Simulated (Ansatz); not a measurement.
Geometry optimisation, RKS revPBE-D4/def2-TZVP in Ansatz.

Input file:

```yaml
crystal:
  periodic: [false, false, false]
  atoms:
    - { symbol: Sn, position_ang: [-0.263897, -0.025423, -0.189435] }
    - { symbol: H, position_ang: [1.920759, -9.6e-05, 1.7923] }
    - { symbol: H, position_ang: [2.329924, 0.001068, 1.214807] }
    - { symbol: Cl, position_ang: [-1.528499, 1.827484, -1.079984] }
    - { symbol: H, position_ang: [-1.354387, -1.256234, -0.956288] }
basis:
  gaussian: { orbitals: def2-TZVP }
hamiltonian:
  xc: revpbe
  dispersion: d4
relax:
  f_tol: 0.03
  max_steps: 50
```

Run as:

```bash
$ ansatz run input.yaml --threads 2 --pin off --max-ram 3072MiB --backend cpu --events-out ev --progress --plain --runs-dir out
```

Where does it end, and by what steps?

The run converged. The force dipped under the threshold on the way, but the program's further checks kept it going. After 9 steps the energy has fallen by 0.235 eV; H2 moved furthest, 0.91 Å.

```tsv
step	energy less start (eV)	largest force component (eV/Å)	accepted
0	0.0000	1.394	yes
1	-0.1509	0.267	yes
2	-0.2095	0.262	yes
3	-0.2294	0.032	yes
4	-0.2334	0.013	yes
5	-0.2347	0.017	yes
6	-0.2350	0.008	yes
7	-0.2351	0.002	yes
8	-0.2351	0.058	no
9	-0.2351	0.002	yes
```

```xyz
5
Properties=species:S:1:pos:R:3
Sn -0.763 -0.008 -0.547
H 2.653 -0.038 2.337
H 3.076 -0.035 1.719
Cl -2.010 1.854 -1.420
H -1.852 -1.227 -1.307
```

Whether the end is a true minimum wasn't checked by a vibrational analysis.

Time of the run: 8.8 s on 2 threads of Arm Neoverse V2, on a shared host, peak memory 0.16 GiB.
